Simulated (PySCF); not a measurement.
# Electron correlation in Ne⁺ (neon, charge +1)

Starting occupation: [He] 2s2 2p5, 2p1/2 with m_j = -1/2, +1/2, 2p3/2 with m_j = -1/2, +1/2, +3/2. Computed with PySCF 2.14 in an even-tempered Gaussian basis (20 s from 0.06 bohr⁻², ratio 2.4; 13 p from 0.077 bohr⁻², ratio 2.4; 6 d from 1.7 bohr⁻², ratio 2.6; 5 f from 2.6 bohr⁻², ratio 2.6), with X2C-1e with screened-nucleus spin-orbit coupling, Gaussian nucleus. Frozen: nothing; 9 electrons correlated; the 30 highest virtual spinors left out.

MP2 pair energies summed by pair of shells (mhartree):

```tsv
pair	energy	share (%)
2p-2p	-129.60	45.9
2p-2s	-76.09	26.9
1s-1s	-39.44	14.0
1s-2p	-20.12	7.1
2s-2s	-11.13	3.9
1s-2s	-6.02	2.1
```

Total MP2 correlation energy: -282.41 mhartree.

The GHF reference relaxed away from the jj start to a determinant that is no pure jj level (⟨S²⟩ = 0.75, ⟨J²⟩ = 3.75); the energies belong to that determinant.
